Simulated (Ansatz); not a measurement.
Mulliken charges of CH4BFSSi, SMILES `FB1SC1[SiH3]` from r2SCAN/def2-TZVPP in Ansatz (PBE0-D4/def2-TZVP geometry).

```tsv
atom	x (Å)	y (Å)	z (Å)	charge (e)
F1	1.451	-1.829	-1.582	-0.256
B2	1.283	-0.992	-0.595	0.406
S3	1.709	-0.693	1.072	-0.171
C4	0.631	0.312	-0.161	-0.177
Si5	-1.165	0.452	0.332	0.299
H6	1.114	1.243	-0.456	0.096
H7	-1.701	-0.910	0.578	-0.063
H8	-1.927	1.101	-0.770	-0.072
H9	-1.306	1.269	1.564	-0.063
```

Problem. By hand: the dipole of these point charges (1 e Å = 4.8032 D).

Solution. Σ q r = (-0.168, 0.281, -0.015) e Å, of length 0.328 e Å = 1.58 D.

Problem. How does the dipole of the full density compare? (Estimate.)

Solution. Ansatz gave: (-0.054, 0.199, -0.089) e Å, 1.08 D; the point charges give 1.46 times that, at 26° from its direction.

Point charges leave out the atoms' own dipoles, such as those of lone pairs, and Mulliken's split depends on the basis, so the two needn't agree.
